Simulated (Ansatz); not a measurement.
Input file for Ansatz (a program for electronic structure): R-BLYP/def2-TZVPP on CH6GaN (SMILES [CH3][GaH][NH2]), a point of a torsion scan.

Ansatz 0.2 input:
```yaml
crystal:
  periodic: [false, false, false]
  atoms:
    - {symbol: C, position_ang: [-1.52537750, 0.14680464, -0.23451019]}
    - {symbol: Ga, position_ang: [0.26175078, -0.38777633, 0.58197886]}
    - {symbol: N, position_ang: [1.92544385, 0.15308182, -0.01320112]}
    - {symbol: H, position_ang: [-2.36402031, -0.01914588, 0.44335184]}
    - {symbol: H, position_ang: [-1.51070176, 1.20396036, -0.51592284]}
    - {symbol: H, position_ang: [-1.70793433, -0.43153938, -1.14393475]}
    - {symbol: H, position_ang: [0.38412593, -1.37615689, 1.79120630]}
    - {symbol: H, position_ang: [2.42809167, -0.38980900, -0.70822302]}
    - {symbol: H, position_ang: [2.06064528, 1.12698430, -0.27417481]}
basis:
  gaussian:
    orbitals: def2-TZVPP
hamiltonian:
  xc: {name: BLYP}
scf: {lower_state_search: off}
```

The log:

```
WARN ansatz: RAYON_NUM_THREADS=1 ignored (pool sized by the plan → 1); use --threads N
Functional definition: BLYP
these checks for a lower state are left out or cut short: stability, starts, cluster_reference, orbital_swaps, neighbouring_geometries, increment
integrals: 0.10 GiB planned
1057 factors; their error is unknown
mean field: 0.71 GiB planned
mean field evaluation 1: about -54982.6750 eV, gradient 1.1e2 eV
mean field evaluation 2: about -54902.2224 eV, gradient 1.8e2 eV
mean field evaluation 4: about -55003.0538 eV, gradient 2.7e1 eV
mean field evaluation 8: about -55004.7385 eV, gradient 1.7e-1 eV
mean field evaluation 16: about -55004.7179 eV, gradient 1.3e-4 eV
mean field -55004.71788894 eV, -2021.3860988818 hartree, gradient 2.1e-6 eV, S^2 0.000000; 0 other end points of the search recorded, 0 dependent functions left out
reference -55004.71824675 eV, -2021.3861120311 hartree; 25, 25 occupied and 169, 169 virtual orbitals, 1057 factors
Total energy: -55004.71824675 eV, -2021.3861120311 hartree
Checks for a lower state left out: stability, starts, cluster_reference, orbital_swaps, neighbouring_geometries, increment
```

The run converged.

Cost: very roughly 1.8 core-seconds.
